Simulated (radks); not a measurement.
Results of a calculation; reference values are marked as such.
Initial-state core-level shifts of the bismuth ion Bi2+ when its valence configuration changes from [Hg] 6p1. Code: a radial shooting solver on a logarithmic mesh with Libxc functionals. Model: scalar-relativistic Kohn-Sham, r2SCAN, spin-polarised, spherical densities, finite nucleus; open shells are filled with parallel spins first (spin-orbit coupling, left out, can overturn this in heavy ions); meta-GGA in the generalised Kohn-Sham scheme; Fermi nuclear charge, rms radius 5.5211 fm. Shifts are changes of the shell-averaged eigenvalues in eV (positive: less bound); the change of the density at the nucleus, which sets a Mossbauer isomer shift, is in e/bohr^3, on a base of 3.212e+06.

| valence | 2s | 3d | 4d | 5p | density at nucleus |
|---|---|---|---|---|---|
| [Xe] 4f12 5d10 6s2 6p3 | -48.004 | -52.004 | -42.058 | -19.171 | +657.8 |
| [Xe] 4f14 5d10 6s1 6p2 | -1.522 | -1.539 | -1.547 | -1.547 | -371.1 |
| [Xe] 4f11 5d10 6s2 6p4 | -73.460 | -79.525 | -63.933 | -29.106 | +994.3 |
| [Xe] 4f14 5d8 6s2 6p3 | -13.892 | -13.726 | -13.379 | -11.408 | +179.8 |
| [Xe] 4f12 5d9 6s2 6p4 | -55.631 | -59.515 | -49.302 | -25.179 | +746.5 |
| [Xe] 4f13.5 5d8.5 6s2 6p3 | -22.265 | -23.115 | -20.506 | -13.369 | +298.2 |
| [Xe] 4f13 5d10 6s2 6p2 | -23.616 | -25.592 | -20.839 | -9.566 | +321.4 |
| [Xe] 4f14 5d9 6s2 6p2 | -6.949 | -6.874 | -6.716 | -5.790 | +88.7 |
| [Xe] 4f12.5 5d9 6s2 6p3.5 | -43.101 | -45.978 | -38.446 | -20.250 | +579.3 |
